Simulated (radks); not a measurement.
Neutral tungsten inside a hard spherical wall (all orbitals vanish at R), configuration held at [Xe] 4f14 5d4 6s2 and not refilled when levels cross. Calculated with a radial shooting solver on a logarithmic mesh with Libxc functionals: scalar-relativistic Kohn-Sham, PBEsol, spin-polarised, spherical densities, point nucleus; open shells are filled with parallel spins first (spin-orbit coupling, left out, can overturn this in heavy ions). Eigenvalues in eV for spin up, with the zero of energy where the potential of the charges vanishes at infinity; a dash marks a level that is unbound or too diffuse for the functional's potential to be trusted. A positive occupied level is held by the wall or, in an anion where self-interaction has pushed it up, behind a barrier. The pressure on the wall is -dE/dV.

R (bohr)	E (hartree)	kinetic (hartree)	e(5p)	e(4f)	e(6s)	e(5d)	e(6p, empty)	e(7s, empty)	pressure (GPa)
free	-16137.8523	17783.661	-43.823	-33.043	-6.291	-5.339	-1.565	-	0
20	-16137.8523	17783.661	-43.823	-33.043	-6.291	-5.339	-1.565	-	< 0.0001
15	-16137.8523	17783.661	-43.823	-33.042	-6.291	-5.339	-1.562	0.268	< 0.0001
10	-16137.8519	17783.666	-43.790	-33.010	-6.265	-5.308	-1.454	1.653	0.0116
7	-16137.8376	17783.773	-43.263	-32.472	-5.820	-4.835	-0.477	6.826	0.834
6	-16137.8036	17783.977	-42.466	-31.641	-5.073	-4.126	0.862	12.045	3.83
4	-16137.2415	17786.451	-36.471	-25.000	2.954	1.689	13.068	48.218	121
3	-16135.2014	17794.241	-26.434	-13.051	24.773	13.646	42.638	119.42	1120
2	-16120.1036	17847.916	13.761	30.346	140.92	66.877	179.99	399.59	23400
1.5	-16075.3814	17991.393	104.16	103.02	391.61	180.53	453.84	905.43	183000
